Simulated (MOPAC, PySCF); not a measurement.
H$_{4}$GeS, SMILES `[GeH3][SH]`, neutral singlet in the gas phase. 

Z-matrix (Å, degrees):
```
Ge
H 1 1.5339
H 1 1.5375 2 110.69
H 1 1.5376 2 110.64 3 -122.00
S 1 2.2438 2 104.76 4 -119.04
H 5 1.3438 1 94.82 2 -178.95
```
Charge 0, spin multiplicity 1.

All levels are single points at this geometry (B3LYP-D3(BJ)/def2-TZVP); Pople sets use spherical d functions. Orbital energies aren't observables, and empty levels follow the basis.

```tsv
level	HOMO (eV)	LUMO (eV)	gap (eV)	dipole (D)	vertical IE, Delta-SCF (eV)
B3LYP-D3(BJ)/def2-TZVP in PySCF	-7.05	-0.36	6.69	1.30	9.61
PBE-D3(BJ)/def2-TZVP in PySCF	-6.06	-0.99	5.07	1.27	9.47
B3LYP/6-31G* in PySCF	-6.90	-0.31	6.59	1.62	9.55
B3LYP/LANL2DZ in PySCF	-7.05	-0.38	6.67	2.10	–
PBE/6-31G* in PySCF	-5.92	-0.93	4.99	1.60	9.42
HF/3-21G in PySCF	-10.30	2.95	13.25	2.54	–
HF/STO-3G in PySCF	-7.08	10.00	17.08	1.18	–
PM6 in MOPAC	-9.26	-0.87	8.38	2.23	–
PM7 in MOPAC	-9.30	-1.63	7.68	2.51	–
```
